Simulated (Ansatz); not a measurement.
Consider the formal exchange of groups at the Si–C bond: `C#CCC[SiH3]` + `OCBF` → `OC([SiH3])BF` + `C#CCC`.

Computed with Ansatz on PBE0-D4/def2-TZVP structures; ΔE is electronic, products minus reactants. CCSD(T)/CBS adds triple-zeta CCSD(T) − MP2 to the extrapolated MP2 energy (def2 sets, frozen cores). This one scheme is used for every species. Functionals use def2-TZVPP. B3LYP here is the variant with VWN-RPA as its local correlation; programs differ in this. Each species was taken in one conformer, which may not be the lowest.

`C#CCC[SiH3]`:

Cartesian coordinates in Å:
```
C -1.675 1.317 2.329
C -0.858 1.071 1.484
C 0.112 0.742 0.453
C -0.202 -0.579 -0.260
Si 1.042 -1.020 -1.596
H -2.394 1.542 3.080
H 0.147 1.561 -0.274
H 1.108 0.697 0.906
H -0.239 -1.392 0.472
H -1.199 -0.527 -0.708
H 0.672 -2.306 -2.243
H 1.084 0.046 -2.634
H 2.404 -1.151 -1.009
```

`OCBF`:

Cartesian coordinates in Å:
```
O 0.364 1.332 -0.753
C 0.532 0.307 0.201
B -0.528 -0.830 0.211
F -1.527 -0.778 -0.663
H -0.433 1.151 -1.258
H 0.566 0.738 1.216
H 1.523 -0.161 0.078
H -0.498 -1.758 0.968
```

`OC([SiH3])BF`:

Cartesian coordinates in Å:
```
O 0.056 0.194 1.762
C 0.278 0.450 0.386
Si 0.230 -1.177 -0.621
B -0.764 1.401 -0.248
F -1.859 1.753 0.401
H 0.693 -0.459 2.066
H 1.278 0.874 0.185
H 1.105 -2.136 0.109
H -1.147 -1.730 -0.675
H 0.751 -0.978 -1.998
H -0.620 1.806 -1.370
```

`C#CCC`:

```xyz
10

C    -1.915    0.718    1.028
C    -1.041    0.473    0.242
C     0.031    0.163   -0.690
C     1.182   -0.598   -0.037
H    -2.693    0.939    1.720
H    -0.381   -0.422   -1.519
H     0.399    1.096   -1.127
H     1.962   -0.810   -0.771
H     1.621   -0.014    0.774
H     0.834   -1.544    0.380
```

```csv
level,ΔE (eV)
B3LYP-D4,-0.03
r2SCAN,-0.05
B3LYP,-0.02
CCSD/def2-TZVPP,0.00
```

What does CCSD(T)/CBS give? (Best estimate.)

Ansatz gave: -0.01 eV. The listed levels differ from it by -0.02, -0.04, -0.01, 0.01 eV.

Largest T1 diagnostic among the species: 0.013.

In def2-TZVPP, CCSD(T) changes the Hartree–Fock value by −0.06 eV (the triples alone add −0.01 eV) and MP2 by −0.05 eV. From PBE to PBE0 (25 % exact exchange), in def2-TZVPP and without D4, ΔE moves by +0.03 eV.
